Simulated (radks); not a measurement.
Values are calculated unless marked as measured or tabulated.
Problem. Coherent X-ray form factor from a spherical all-electron density. Level of theory: scalar-relativistic Kohn-Sham, PBE, spin-polarised, spherical densities, finite nucleus; Fermi nuclear charge, rms radius of each element as measured or else 0.836 A^(1/3) + 0.57 fm (a radial shooting solver on a logarithmic mesh with Libxc functionals).

sin(theta)/lambda (1/angstrom)  f0 (electrons)
0.05                                    10.965
0.1                                     10.863
0.15                                    10.698
0.2                                     10.478
0.25                                    10.213
0.3                                      9.914
0.4                                      9.252
0.5                                      8.559
0.6                                      7.875
0.8                                      6.592
1                                        5.435
1.25                                     4.190
1.5                                      3.215
2                                        2.038

The species is in the configuration that NIST lists as its ground one. Which atom or ion scatters so?

Solution. The scandium ion Sc10+, [Ne] 3s1. Extrapolating in s^2 from the first two rows gives f0(0) = 11.0, near the electron count 11; among species with that count, the fall with angle is slower the higher Z, and the table is that of Z = 21; from so few rows the species is fixed only to a neighbour or two.
